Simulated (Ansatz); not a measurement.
`[NH2][SbH2]` and `[NH2][SbH][SH]` differ in one atom or group.

Ansatz, PBE0-D4/def2-TZVP geometries, multiplicity 1. Each molecule was computed in one conformer, which needn't be the lowest.

Elements past krypton have def2 core potentials.

```tsv
property	`[NH2][SbH2]`
zero-point energy (PBE0-D4/def2-TZVP) / kJ/mol	102.5
HOMO energy (ωB97M-V/def2-TZVPP) / eV	-9.45
LUMO energy (B3LYP/def2-TZVPP) / eV	-0.91
size of the dipole moment (B3LYP/def2-TZVPP) / D	1.07
LUMO energy (ωB97M-V/def2-TZVPP) / eV	0.97
HOMO energy (PBE/def2-TZVPP) / eV	-5.96
```

Task: What does the change do to each property? (Estimate.)

Result: Ansatz gave: 
| property | `[NH2][SbH][SH]` | shift |
| --- | --- | --- |
| zero-point energy (PBE0-D4/def2-TZVP) / kJ/mol | 109.2 | 6.7 |
| HOMO energy (ωB97M-V/def2-TZVPP) / eV | -9.15 | 0.30 |
| LUMO energy (B3LYP/def2-TZVPP) / eV | -1.05 | -0.14 |
| size of the dipole moment (B3LYP/def2-TZVPP) / D | 2.26 | 1.19 |
| LUMO energy (ωB97M-V/def2-TZVPP) / eV | 0.88 | -0.09 |
| HOMO energy (PBE/def2-TZVPP) / eV | -5.90 | 0.06 |

With PBE0 the HOMO rises by 0.26 eV and the LUMO falls by 0.18 eV, so the gap narrows by about 0.44 eV. PBE moves the HOMO by 0.06 eV and ωB97M-V by 0.30 eV. The zero-point energy changes by 6.7 kJ/mol with +3 modes. Dipoles are sizes alone; their direction can turn.

B3LYP here is the variant with VWN-RPA as its local correlation; programs differ in this.

Spin–orbit coupling is left out; it splits and shifts lone-pair levels of the heavy atoms by tenths of an eV.
